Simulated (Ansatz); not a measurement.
Ideal-gas functions of CH5FSiZn (`F[CH]([SiH3])[ZnH]`) at 400 K and 1 bar, from an Ansatz frequency run at PBE0-D4/def2-TZVP.

Molar mass 129.52 g/mol, point group C1 (symmetry number 1), electronic degeneracy 1, moments of inertia 89.774, 254.507, 327.35 u Å². Harmonic wavenumbers (cm⁻¹, unscaled): 108, 141, 193, 233, 423, 450, 482, 607, 679, 796, 917, 927, 948, 980, 1007, 1283, 1911, 2203, 2216, 2222, 3035.

Use S(trans) = R[1.5 ln M + 2.5 ln T − 1.1517]; rotational temperatures θ = 24.2544 K / I; S(rot) = R[ln(√π/σ · √(T³/θAθBθC)) + 1.5]; for each mode x = 1.438777 ν̃/T, S = R[x/(eˣ − 1) − ln(1 − e⁻ˣ)] and H = RT x/(eˣ − 1); 1 cm⁻¹ = 0.0119627 kJ/mol; R = 8.31446 J/(mol·K).

Problem. By hand: the entropy, in J/(mol·K).

Solution. Translation 175.6. Rotation: θ = 0.2702, 0.0953, 0.0741 K, giving 118.0. Vibration, mode by mode: 16.23, 14.05, 11.51, 10.02, 5.58, 5.16, 4.71, 3.30, 2.69, 1.93, 1.36, 1.33, 1.25, 1.14, 1.05, 0.47, 0.07, 0.03, 0.03, 0.03, 0.00, in all 81.9. Electronic 0.0. Sum 375.5 J/(mol·K).

Problem. By hand: H − E and G − E in kJ/mol, counted from the electronic energy.

Solution. Zero-point energy ½ × 21761 × 0.0119627 = 130.2; thermal vibration 18.1; translation, rotation and pV give 4 RT = 13.3. H − E = 161.6 kJ/mol, and G − E = 161.6 − 400 × 375.5/1000 = 11.4 kJ/mol.

Vibration gives 22 % of the entropy, 30.3 J/(mol·K) of it from the modes under 150 cm⁻¹: soft modes count most, and the harmonic formula is weakest for them. The sum counts one conformer and one mirror image; others add a mixing term.
